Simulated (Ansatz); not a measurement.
Cost and result up the ladder for Cd₄H₁₄S₄ (22 atoms). Charge 0, multiplicity 1. Geometry: PBE-D4/def2-SVP.

```xyz
22

Cd   -1.120    2.557    1.213
S     1.932    0.006    1.777
Cd   -1.727    0.289   -0.897
S     0.747    1.558   -1.015
S    -1.242   -2.092    0.049
Cd    1.183   -2.415    0.735
Cd   -0.063    0.575   -3.452
S     1.829   -1.458   -2.005
H    -0.560    1.214    2.193
H    -1.487    4.133    0.723
H     0.645    0.645    1.980
H     1.986   -0.482    3.051
H    -2.262   -0.348    3.119
H    -2.714    1.370    0.054
H     0.422    2.812   -1.438
H    -2.767   -0.879    3.360
H    -1.715   -1.811    1.296
H     2.282   -3.642    1.157
H     0.767    0.944   -4.876
H    -1.634   -0.123   -2.755
H     2.769   -0.507   -1.746
H     2.728   -2.345   -2.522
```

Ansatz on 2 threads of AMD EPYC 7R13 on a shared host and a share (18 GiB) of an NVIDIA H100 80GB HBM3. Times are rough, and most runs start from the orbitals of an earlier one. CAM-B3LYP-D4/def2-TZVP serves as the yardstick here, not as an exact answer. Differences are given only for rows in sets of like size (and for xTB, whose basis is part of the method), since another set adds its own error. Binding counts from free atoms at the same level (Cd singlet, S triplet, H doublet; other spins of the atoms weren't run), without zero-point energy or a counterpoise term.

In the def2 sets Cd takes a core potential; there is no spin–orbit coupling. LC-ωPBE has ω = 0.4 bohr⁻¹. B3LYP takes the VWN-RPA correlation. Correlated methods freeze 20 core orbitals; core or outer-core shells of Cd are correlated, in sets that lack core-valence functions. The rows differ in basis, and correlated rows in double-zeta sets carry the largest basis error. In the singlet geometry the species has come apart into loosely held pieces. In the singlet, H13 and H16 lie 0.77 Å apart (atoms count from 1), so H2 has formed as a molecule.

Correlated methods converge slowly with the basis, most of all in double-zeta sets.

```
                               level  functions  wall time
                     PBE-D4/def2-SVP        266      1.9 s
                    PBE0-D4/def2-SVP        266      2.4 s
                  B3LYP-D4/def2-TZVP        392      2.6 s
                    PBE-D4/def2-TZVP        392      2.9 s
                   LC-ωPBE/def2-TZVP        392      3.3 s
                       MP2/def2-TZVP        392      3.7 s
                 r2SCAN-D4/def2-TZVP        392      3.8 s
CAM-B3LYP-D4/def2-TZVP (with forces)        392      5.5 s
     PBE0-D4/def2-TZVP (with forces)        392        6 s
                    CCSD(T)/def2-SVP        266       19 s
```

Q: Estimate what each level gives for the binding energy per atom (eV).

A: 
| level | binding energy per atom (eV) | difference from CAM-B3LYP-D4/def2-TZVP (eV) |
| --- | --- | --- |
| PBE-D4/def2-SVP | 2.11 | – |
| PBE0-D4/def2-SVP | 2.10 | – |
| B3LYP-D4/def2-TZVP | 2.10 | -0.02 |
| PBE-D4/def2-TZVP | 2.10 | -0.01 |
| LC-ωPBE/def2-TZVP | 2.09 | -0.02 |
| MP2/def2-TZVP | 1.96 | -0.15 |
| r2SCAN-D4/def2-TZVP | 2.15 | 0.03 |
| CAM-B3LYP-D4/def2-TZVP (with forces) | 2.12 | 0.00 |
| PBE0-D4/def2-TZVP (with forces) | 2.10 | -0.02 |
| CCSD(T)/def2-SVP | 1.99 | – |
